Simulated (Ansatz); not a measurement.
Relaxation of CH2AsN (5 atoms, charge 0, multiplicity 1), to a largest force component of 0.02 eV/Å in at most 50 steps.

Theory: UKS B3LYP-D4/def2-SVP in Ansatz.

```xyz
5
Properties=species:S:1:pos:R:3:forces:R:3
C 0.022 -0.735 0.275 -4.38 0.69 2.08
N -1.194 0.086 0.243 2.51 -5.07 3.08
As -0.101 0.511 -1.093 1.46 3.43 -3.47
H -1.890 -0.086 0.996 0.30 0.79 -0.98
H 0.708 1.531 -0.208 0.12 0.16 -0.71
```

**Question.** Where does it end, and by what steps?

**Answer.** The run converged. After 8 steps the energy has fallen by 1.567 eV; N2 moved furthest, 0.25 Å.

```tsv
step	energy less start (eV)	largest force component (eV/Å)	accepted
0	0.0000	5.073	yes
1	-0.9268	3.464	yes
2	-1.2152	5.292	yes
3	-1.5073	1.437	yes
4	-1.5412	0.832	yes
5	-1.5429	0.504	yes
6	-1.5665	0.075	yes
7	-1.5672	0.028	yes
8	-1.5672	0.012	yes
```

```xyz
5
Properties=species:S:1:pos:R:3
C -0.099 -0.898 0.351
N -1.071 -0.095 0.354
As -0.083 0.650 -1.148
H -1.915 0.020 0.922
H 0.713 1.631 -0.268
```

Whether the end is a true minimum wasn't checked by a vibrational analysis.

The run took 15 s on 2 threads of Arm Neoverse V2 (shared host), peak memory 0.18 GiB.
